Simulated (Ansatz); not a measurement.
The pair A = SiH4 (SMILES [SiH4]) (first 5 atoms), B = CH2O (SMILES C=O); geometry from B3LYP-D3(BJ)/def2-TZVP.
(charge 0, multiplicity 1):
```xyz
9

Si     0.021     0.092     0.177
H     -0.651    -1.110     0.724
H      0.493     0.928     1.304
H     -0.939     0.862    -0.644
H      1.175    -0.322    -0.651
C     -0.253    -0.455     3.935
O      0.061     0.092     4.954
H     -1.227    -0.268     3.441
H      0.411    -1.180     3.425
```

Cores are frozen in the correlated methods.

Programs: Ansatz (Gaussian orbitals). Each number belongs to the level named beside it.

Total energies (hartree), monomers frozen at their geometry in the pair:

```csv
structure,HF/aug-cc-pV(D+d)Z,B3LYP/def2-TZVPPD,CCSD(T)/aug-cc-pV(D+d)Z
AB,-405.1350281,-406.4726149,-405.6526773
A in the pair's basis,-291.2504776,-291.9173046,-291.4071219
B in the pair's basis,-113.8857098,-114.5559694,-114.2447337
A,-291.2503085,-291.9172815,-291.4066208
B,-113.8855451,-114.5559398,-114.2442283
```

**Question.** Work out the interaction energy without and with the counterpoise correction, and the superposition error, for each level.

**Answer.** 
E(AB) − E(A) − E(B), times 627.509 kcal/mol, with the monomers in their own basis and then in the pair's basis:
- HF/aug-cc-pV(D+d)Z: 0.52 uncorrected, 0.73 corrected; the monomers gain 0.21 kcal/mol from borrowed functions
- B3LYP/def2-TZVPPD: 0.38 uncorrected, 0.41 corrected; the monomers gain 0.03 kcal/mol from borrowed functions
- CCSD(T)/aug-cc-pV(D+d)Z: -1.15 uncorrected, -0.52 corrected; the monomers gain 0.63 kcal/mol from borrowed functions

Ansatz is an electronic-structure program.
